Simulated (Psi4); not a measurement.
Psi4 was given this input:
```
memory 2 GB

molecule mol {
0 2
C    -2.273150   -0.927351   -0.317819
O    -0.891534   -0.764752   -0.304576
Si    0.018795    0.301712    0.560120
C    -0.414337    2.116694    0.187894
O     1.533363    0.100052   -0.008076
C     2.179564   -1.071139   -0.398415
H    -2.779745    0.014915   -0.542572
H    -2.517838   -1.658404   -1.090013
H    -2.630451   -1.293672    0.648356
H    -0.407138    2.289242   -0.887245
H    -1.399425    2.368694    0.567436
H     0.302537    2.790125    0.641727
H     2.986171   -0.798760   -1.081288
H     1.490890   -1.752397   -0.900805
H     2.604776   -1.575341    0.473985
}

set {
  basis pcseg-1
  reference uks
}

energy('b3lyp')
print_variables()
```

**Question.** What does this run give for the total energy, dipole moment, <S^2>, nuclear repulsion energy?

**Answer.** 
```json
{
  "total_energy": "-559.6558 Eh",
  "dipole_moment": "1.26 D",
  "<S^2>": "0.751",
  "nuclear_repulsion_energy": "318.5643 Eh"
}
```

These values belong to the state on which the SCF converged, which isn't shown to be the lowest.

**Question.** Roughly what does it cost on one core?

**Answer.** about 25 core-seconds (a rough figure).
